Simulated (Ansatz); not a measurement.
CH6BFOSi can be A, `OBC(F)[SiH3]`, or B, `FBOC[SiH3]`.

Computed with Ansatz on PBE0-D4/def2-TZVP structures; ΔE is electronic, products minus reactants. CBS: MP2 limit from def2 TZ/QZ plus the TZ coupled-cluster correction, frozen cores. Functionals use def2-TZVPP. B3LYP here is the variant with VWN-RPA as its local correlation; programs differ in this. One conformer a species, not always the lowest.

A:

Z-matrix (Å, degrees):
```
C
B 1 1.563
Si 1 1.906 2 111.9
F 1 1.403 2 111.8 3 -121.3
H 1 1.099 2 110.5 3 118.6
O 2 1.354 1 117.4 3 -66.5
H 2 1.200 1 121.2 3 111.7
H 3 1.485 1 108.8 2 65.7
H 3 1.486 1 110.0 2 -54.2
H 3 1.485 1 109.0 2 -174.1
H 6 0.959 2 113.5 1 178.3
```

B:

Z-matrix (Å, degrees):
```
C
Si 1 1.893
O 1 1.429 2 110.3
H 1 1.094 2 110.4 3 123.2
H 1 1.093 2 110.1 3 -118.2
H 2 1.486 1 109.3 3 -60.7
H 2 1.487 1 108.6 3 179.6
H 2 1.485 1 110.1 3 59.5
B 3 1.340 1 122.7 2 106.3
F 9 1.333 3 121.0 1 0.6
H 9 1.192 3 119.5 1 -179.6
```

(1) Which is lower in electronic energy at CCSD(T)/CBS, and by how much? (Best estimate.)

(2) Give E(B) − E(A) in kcal/mol with r2SCAN-D4, HF/def2-TZVPP, CCSD(T)/def2-TZVPP, PBE-D4, B3LYP-D4, MP2/def2-TZVPP, ωB97M-V. (An estimate is asked.)

Largest T1 diagnostic: 0.013.

Answers

(1) The calculation gave: B, by 35.1 kcal/mol.

(2) Computed: r2SCAN-D4 -34.4, HF/def2-TZVPP -37.7, CCSD(T)/def2-TZVPP -35.5, PBE-D4 -32.5, B3LYP-D4 -34.8, MP2/def2-TZVPP -36.4, ωB97M-V -34.1. None reverses the order clearly.

In def2-TZVPP, CCSD(T) changes the Hartree–Fock value by +2.1 kcal/mol (the triples alone add +0.2 kcal/mol) and MP2 by +1.3 kcal/mol. From PBE to PBE0 (25 % exact exchange), in def2-TZVPP and without D4, E(B) − E(A) moves by −0.9 kcal/mol.
